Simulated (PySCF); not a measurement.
## Vertical excitation energies

Species: germanium monosulfide, GeS.
Numbering: `[S+:1]#[Ge-:2]`

Level of theory: PySCF, TDDFT CAM-B3LYP/def2-SVPD, vertical, gas phase, core orbitals frozen in the response. Geometry: PBE0-D3(BJ)/def2-SVP; no solvent, vibrations or thermal averaging. The CAM-B3LYP/def2-SVPD calculation is non-relativistic and has no spin–orbit coupling, an omission that weighs most on germanium.

**Question.** What does the calculation give for the low-lying excited states?

**Answer.** 

```json
{"state": "S1", "E (eV)": "3.76", "E (hartree)": "0.1381", "f": "0.0000", "|μ| (D)": "0.00", "symmetry": "–", "main configurations (H = HOMO, L = LUMO)": "H-1/H→L/L+1 (≥87%)"}
{"state": "S2", "E (eV)": "4.07", "E (hartree)": "0.1496", "f": "0.0000", "|μ| (D)": "0.00", "symmetry": "–", "main configurations (H = HOMO, L = LUMO)": "H-1/H→L/L+1 (≥93%)"}
{"state": "S3", "E (eV)": "4.07", "E (hartree)": "0.1496", "f": "0.0000", "|μ| (D)": "0.00", "symmetry": "–", "main configurations (H = HOMO, L = LUMO)": "H-1/H→L/L+1 (≥93%)"}
{"state": "S4", "E (eV)": "4.27", "E (hartree)": "0.1569", "f": "0.017", "|μ| (D)": "1.03", "symmetry": "Π", "main configurations (H = HOMO, L = LUMO)": "H-2→L/L+1 (98%)"}
{"state": "S5", "E (eV)": "4.27", "E (hartree)": "0.1569", "f": "0.017", "|μ| (D)": "1.03", "symmetry": "Π", "main configurations (H = HOMO, L = LUMO)": "H-2→L/L+1 (98%)"}
{"state": "S6", "E (eV)": "5.90", "E (hartree)": "0.2169", "f": "0.146", "|μ| (D)": "2.56", "symmetry": "Σ+", "main configurations (H = HOMO, L = LUMO)": "H-1/H→L/L+1 (≥74%), H-2→L+3 (9%)"}
{"state": "S7", "E (eV)": "7.40", "E (hartree)": "0.2720", "f": "0.101", "|μ| (D)": "1.90", "symmetry": "Π", "main configurations (H = HOMO, L = LUMO)": "H-1/H→L+3 (≥95%)"}
{"state": "S8", "E (eV)": "7.40", "E (hartree)": "0.2720", "f": "0.101", "|μ| (D)": "1.90", "symmetry": "Π", "main configurations (H = HOMO, L = LUMO)": "H-1/H→L+3 (≥95%)"}
{"state": "S9", "E (eV)": "7.71", "E (hartree)": "0.2834", "f": "0.064", "|μ| (D)": "1.47", "symmetry": "Π", "main configurations (H = HOMO, L = LUMO)": "H-1/H→L+2 (≥89%)"}
{"state": "S10", "E (eV)": "7.71", "E (hartree)": "0.2834", "f": "0.064", "|μ| (D)": "1.47", "symmetry": "Π", "main configurations (H = HOMO, L = LUMO)": "H-1/H→L+2 (≥89%)"}
```

Triplets, Tamm–Dancoff:

| state | E (eV) | λ (nm) | main configurations (H = HOMO, L = LUMO) |
| --- | --- | --- | --- |
| T1 | 3.12 | 396.9 | H-1/H→L/L+1 (≥87%) |
| T2 | 3.31 | 374.7 | H-2→L/L+1 (98%) |
| T3 | 3.31 | 374.7 | H-2→L/L+1 (98%) |

The lowest singlet comes at 330 nm (363 kJ/mol) in the ultraviolet; it is dark (f under 0.0005); its leading configuration is HOMO-1/HOMO→LUMO/LUMO+1 (≥87%). The strongest level in the table is S7/S8 at 7.40 eV (168 nm, f = 0.202 summed). S2/S3, S4/S5, S7/S8 and S9/S10 lie within about 0.01 eV of each other in each set; the point group C∞v has degenerate representations, and within a degenerate level the listed configurations can mix freely. Löwdin shares by element: HOMO (one of a set within 0.03 eV) sulfur 74%, germanium 26%; LUMO (one of a set within 0.03 eV) germanium 70%, sulfur 30%. The oscillator strengths of these states sum to 0.509; summed over the whole spectrum of an exact calculation they would give the number of electrons, 48 (Thomas–Reiche–Kuhn). Weighted by f, the mean energy of these states is 6.84 eV. Orbital energies (eV): HOMO-3 -14.31, HOMO-2 -9.31, HOMO-1 -9.22, HOMO -9.22, LUMO -1.42, LUMO+1 -1.42, LUMO+2 1.25. The vertical ionisation energy (ΔSCF) is 10.22 eV, 2.51 eV above S10. Symmetry labels in C∞v follow from the direction of the transition dipole and are given only for states with f of 0.002 or more. Orbitals of the list HOMO-3 to LUMO+2 that lie within 0.01 eV of each other are written together with a slash and their weights summed (≥ marks a lower bound); for degenerate orbitals outside that list single weights are arbitrary. Singlets were solved by full linear response, triplets in the Tamm–Dancoff approximation.
